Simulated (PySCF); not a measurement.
Excitations are Tamm–Dancoff values on a coarser integration grid. The basis has no diffuse functions, so Rydberg states are missing or too high.

Cartesian coordinates (Å):
```xyz
9

C      1.3834     0.3688     0.3570
O      0.5230    -0.5168    -0.3221
Si    -1.1124    -0.4387    -0.3860
I     -1.7988     1.6842    -1.3862
I     -1.8348    -2.3099    -1.7414
I     -2.0346    -0.5858     1.8736
H      1.2828     1.3972    -0.0294
H      2.4148     0.0277     0.1939
H      1.1765     0.3734     1.4405
```
Charge 0, spin multiplicity 1.

**Question.** Estimate the dipole moment, HOMO, HOMO–LUMO gap, S1–T1 gap (TDA), T1 excitation (TDA), S1 excitation (TDA), LUMO and total energy that PBE-D3(BJ)/def2-TZVP // PBE0-D3(BJ)/def2-SVP (PySCF) returns for this input.

**Answer.** 
The dipole moment is 1.35 D and the HOMO is -6.43 eV. The HOMO–LUMO gap comes out as 3.66 eV, the S1–T1 gap (TDA) is 0.28 eV and the T1 excitation (TDA) is 3.53 eV. The S1 excitation (TDA) is 3.80 eV, the LUMO comes out as -2.77 eV and the total energy comes out as -1297.6726 Ha.
